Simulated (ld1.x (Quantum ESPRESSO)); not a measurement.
# What the settings do to the TM potential of mercury

Base potential:

ld1.x (Quantum ESPRESSO) 7.5 input, shortened:

```
&input
   title='Hg', zed=80., rel=1, dft='BP', iswitch=3,
   config='[Xe] 4f14 5d9 5f-2 6s0 6p0'
 /
 &inputp
   pseudotype=2, tm=.true., lloc=-2, rcloc=1.20,
   nlcc=.false.
 /
4
5S  1  0   2.00   0.00  1.40  1.40  0.0
5P  2  1   6.00   0.00  1.45  1.45  0.0
5D  3  2   9.00   0.00  1.50  1.50  0.0
5F  4  3  -2.00   0.15  1.30  1.30  0.0
 &test
   configts(1)='5s2 5p6 5d9 6s0 6p0'
 /
```

Cutoffs, loose and tight: the cutoffs (Ry, on a coarse ladder) from which the occupation-weighted sum of valence levels, in a spherical-Bessel basis at the reference potential, stays within 10 and 1 mRy of its value at 400 Ry. They do not see the model core or the augmentation charge, which bear on the density cutoff. Test errors are all-electron minus pseudo excitation energies from the reference, over the configurations 5s2 5p6 5d10 6s2 6p0; 5s2 5p6 5d10 6s1 6p0; 5s2 5p6 5d10 6s0 6p0; 5s2 5p6 5d10 6s0 6p1; 5s2 5p6 5d9 6s2 6p0; 5s2 5p6 5d10 6s0 6p2; 5s2 5p6 5d9 6s2 6p1. A dash means not determined; rows that change the core or the reference have their own tests. The largest error is taken over the tests solved by every variant that gives reliable tests at all: 5s2 5p6 5d10 6s0 6p0; 5s2 5p6 5d10 6s0 6p1; 5s2 5p6 5d10 6s0 6p2.

A true bound ghost makes a file unfit for plane-wave use even where its test errors are small: the radial tests pick states by their node count and pass the ghost by. Where a test does run into it, the solver fails or the error is huge.

```csv
change,outcome,"cutoff, loose","cutoff, tight",bound ghosts,largest test error (meV)
base,generated,90 Ry,120 Ry,none,+84
"all radii scaled by about 0.75 (s 1.04, p 1.08, d 1.12, f 0.98 bohr); local potential all-electron potential smoothed inside 0.90 bohr (lloc = -2)",generated,180 Ry,260 Ry,f,+159
"all radii scaled by about 1.06 (s 1.48, p 1.54, d 1.58, f 1.38 bohr); local potential all-electron potential smoothed inside 1.26 bohr (lloc = -2)",generated,70 Ry,100 Ry,none,-65
"all radii scaled by about 1.37 (s 1.92, p 2.00, d 2.06, f 1.78 bohr); local potential all-electron potential smoothed inside 1.64 bohr (lloc = -2)",generated,50 Ry,70 Ry,none,+53
```

Question: What comes out with this change to the base: all radii scaled by about 1.27 (s 1.78, p 1.84, d 1.90, f 1.66 bohr); local potential all-electron potential smoothed inside 1.52 bohr (lloc = -2)?

Answer: outcome: generated; cutoff, loose: 50 Ry; cutoff, tight: 80 Ry; bound ghosts: none; largest test error (meV): +195.

Question: What comes out with this change to the base: all radii scaled by about 1.19 (s 1.66, p 1.72, d 1.78, f 1.54 bohr); local potential all-electron potential smoothed inside 1.42 bohr (lloc = -2)?

Answer: outcome: generated; cutoff, loose: 50 Ry; cutoff, tight: 80 Ry; bound ghosts: s; largest test error (meV): +345.

Reading the sweep of the scale of all radii (base = 1) (base included, trends over the rows without a ghost): The loose cutoff falls from 90 Ry at 1 to 50 Ry at 1.37. A larger radius leaves more room for a smooth pseudo-wave, so fewer plane waves are needed; a smaller one forces it to follow the all-electron wave where it bends sharply. The median size of the test errors (rows with all tests solved) is not monotonic: lowest 209.4 meV at 1, highest 3489.5 meV at 1.27. Bound ghosts are found at 0.75, 1.19.
